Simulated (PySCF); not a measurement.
**Radial density of P (phosphorus, neutral)**

PW91, [Ne] 3s1 3p4, high-spin 4P determinant (an excited configuration). Computed with PySCF 2.14 in aug-cc-pwCVTZ (8s7p5d3f, 75 functions), with no relativity, point nucleus.

```tsv
r (bohr)	4πr²ρ (e/bohr)	4πr²(ρα − ρβ)
0.00136	0.04879	0.0002
0.00229	0.1341	0.0004
0.00386	0.3622	0.0011
0.00649	0.9467	0.0030
0.0109	2.347	0.0073
0.0184	5.316	0.0165
0.0309	10.36	0.0316
0.0519	15.79	0.0466
0.0873	16.38	0.0519
0.147	11.65	0.0985
0.247	12.88	0.2845
0.416	15.55	0.2550
0.699	6.785	0.0107
1.18	2.199	1.0755
1.98	2.408	1.5318
3.33	0.7241	0.3574
5.60	0.04936	0.0115
9.41	0.0004645	-0.0002
```
